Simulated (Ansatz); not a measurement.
CF2GaNO, SMILES O=C=[N][Ga]([F])[F].

Geometry: TPSSh-D3(BJ)/def2-SVP. The structure was generated by enumeration; whether it is a known compound was not checked. Other conformers were not sampled.

Two levels are set side by side: PBE/def2-SVPD (Ansatz, a program for electronic structure) and CAM-B3LYP/def2-SVPD (Ansatz). Energy differences of separate SCF runs at the same geometry; the states with an electron removed or added have multiplicity 2 and 2. Differences are taken from unrounded values.

| quantity | CAM-B3LYP | PBE | PBE minus CAM-B3LYP |
|---|---|---|---|
| vertical ionisation energy (eV) | 12.13 | 11.68 | -0.44 |
| vertical electron affinity (eV) | 0.53 | 0.64 | 0.11 |
| vertical singlet–triplet gap (eV) | 6.14 | 5.57 | -0.58 |
